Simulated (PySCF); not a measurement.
## Electron correlation in Hg (mercury, neutral)

[Xe] 4f14 5d9 6s2 7s1, high-spin 3D determinant (an excited configuration). Computed with PySCF 2.14 in aug-cc-pwCVTZ-PP with ECP60MDF (8s8p7d4f3g, 122 functions), with a scalar-relativistic core potential. Frozen: 5s2 5p6; 12 electrons correlated.

MP2 pair energies summed by pair of shells (mhartree):

| pair | energy | share (%) |
| --- | --- | --- |
| 5d-5d | -273.88 | 66.5 |
| 5d-6s | -108.31 | 26.3 |
| 6s-6s | -20.97 | 5.1 |
| 6s-7s | -4.53 | 1.1 |
| 5d-7s | -4.17 | 1.0 |

Total MP2 correlation energy: -411.86 mhartree.

Same-spin part -139.55 and opposite-spin part -272.30 mhartree; SCS-MP2 scales them by 1/3 and 6/5 to -373.28 mhartree.
